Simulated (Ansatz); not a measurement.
Total energies of the cluster B9 from Ansatz at PBE-D4/def2-TZVP, gas phase (1 Eh = 27.2114 eV = 2625.5 kJ/mol). The reference geometry is relaxed at PBE-D4/def2-SVP.

```xyz
9

B    -1.879   -0.881    0.303
B    -0.706    1.785    0.356
B    -1.762    0.650    0.453
B     1.854    0.854   -0.300
B     0.799    1.906    0.047
B     0.678   -1.779   -0.350
B    -0.825   -1.936   -0.045
B     0.074    0.079   -0.007
B     1.767   -0.678   -0.458
```

| state | geometry | energy (Eh) |
| --- | --- | --- |
| charge 0 doublet | reference | -223.09820 |
| charge 1 triplet | reference | -222.79303 |
| charge 0 quartet | relaxed at PBE-D4/def2-SVP | -223.07366 |
| free B atom (doublet) | – | -24.61008 |

(1) Work out the vertical ionisation energy to the triplet.

(2) Which of the charge 0 states is lowest, and how far above it are the others?

(3) What is the binding energy per atom against free atoms?

(1) E(charge 1 triplet) − E(charge 0 doublet) = -222.79303 − (-223.09820) = 0.30517 Eh = 8.30 eV. For comparison, −ε of the highest occupied level of the spin that leaves is 5.86 eV at this level, 2.44 eV less.

(2) The doublet. quartet: -223.07366 − (-223.09820) = 0.02454 Eh = 64.4 kJ/mol. The quartet differs in its bonds from the reference.

(3) Atoms: 9 × (-24.61008) = -221.49072 Eh. Binding: -221.49072 − (-223.09820) = 1.60748 Eh = 43.74 eV, or 4.86 eV for each of 9 atoms (no zero-point energy, no counterpoise term).

The structure comes from a short search, and lower isomers may exist.
